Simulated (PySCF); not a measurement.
TDDFT excited states: C6H10O2

Species: n-propyl acrylate, C₆H₁₀O₂.
SMILES: `C(COC(C=C)=O)C`

The calculation used TDDFT wB97X-D/def2-SVPD, vertical, gas phase, core orbitals frozen in the response (PySCF). Isolated species at its GFN2-xTB geometry (one conformer only). Torsions of this conformer, `[CH2:1]=[CH:2][C:3](=[O:4])[O:5][CH2:6][CH2:7][CH3:8]`: C1–C2–C3–O4 0°, C2–C3–O5–C6 179°, C3–O5–C6–C7 -107°, O5–C6–C7–C8 66°.

Task: List the vertical singlet excitations with oscillator strengths and describe the spectrum.

Result: 

| state | E (eV) | E (kJ/mol) | λ (nm) | f | main configurations (H = HOMO, L = LUMO) |
| --- | --- | --- | --- | --- | --- |
| S1 | 5.12 | 494 | 242.3 | 0.0001 | H→L (93%) |
| S2 | 6.53 | 630 | 190.0 | 0.305 | H-1→L (94%) |
| S3 | 6.90 | 666 | 179.6 | 0.213 | H-2→L (90%) |
| S4 | 7.48 | 722 | 165.8 | 0.0007 | H-3→L (33%), H-5→L (30%), H-6→L (16%) |
| S5 | 7.85 | 758 | 157.9 | 0.0008 | H-7→L (54%), H-3→L (33%) |
| S6 | 8.32 | 803 | 149.0 | 0.060 | H-1→L+1 (47%), H-1→L+2 (44%) |
| S7 | 8.46 | 816 | 146.6 | 0.047 | H→L+1 (69%), H→L+5 (9%), H→L+2 (8%) |
| S8 | 8.62 | 832 | 143.8 | 0.0015 | H→L+7 (22%), H-4→L (17%), H-8→L (12%) |

Triplets, Tamm–Dancoff:

```csv
state,E (eV),λ (nm),"main configurations (H = HOMO, L = LUMO)"
T1,4.03,307.4,H-1→L (94%)
T2,4.75,260.9,H→L (91%)
T3,5.53,224.0,H-2→L (75%)
```

The lowest singlet comes at 242 nm (494 kJ/mol) in the ultraviolet; it is dark (f under 0.0005); its leading configuration is HOMO→LUMO (93%). The strongest level in the table is S2 at 6.53 eV (190 nm, f = 0.305). Löwdin shares by element: HOMO oxygen 74%, carbon 17% or more; LUMO carbon 68% or more, oxygen 12% or more (atoms not listed hold the other 20%). The listed states span 3.50 eV, and the widest gap between neighbours is 1.41 eV (S1 to S2). Of the 8 states listed, 4 reach f = 0.01 and 1 stays under 0.0005. The oscillator strengths of these states sum to 0.629; summed over the whole spectrum of an exact calculation they would give the number of electrons, 62 (Thomas–Reiche–Kuhn). Only the lowest 8 singlets were computed, as vertical energies without vibronic structure.
